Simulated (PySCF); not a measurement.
**Correlation energy of C (carbon, neutral)**

[He] 2s2 2p2, high-spin 3P determinant. Calculation: PySCF 2.14, in aug-cc-pVDZ-DK; scalar relativity by spin-free X2C-1e. Frozen: 1s2; 4 electrons correlated.

MP2 pair energies summed by pair of shells (mhartree):

```csv
pair,energy,share (%)
2s-2p,-31.75,59.1
2s-2s,-16.12,30.0
2p-2p,-5.85,10.9
```

Total MP2 correlation energy: -53.71 mhartree.

Same-spin part -9.81 and opposite-spin part -43.90 mhartree; SCS-MP2 scales them by 1/3 and 6/5 to -55.95 mhartree.

| level | correlation energy (mhartree) |
| --- | --- |
| CCSD | -75.84 |
| (T) | -1.26 |
| CCSD(T) | -77.10 |

Diagnostics: T1 = 0.0096, D1 = 0.0172, largest double amplitude 0.078.

Cost of the coupled-cluster step: 0.23 s of wall time on 1 thread of Neoverse-N1 (shared host), for 4 correlated electrons.
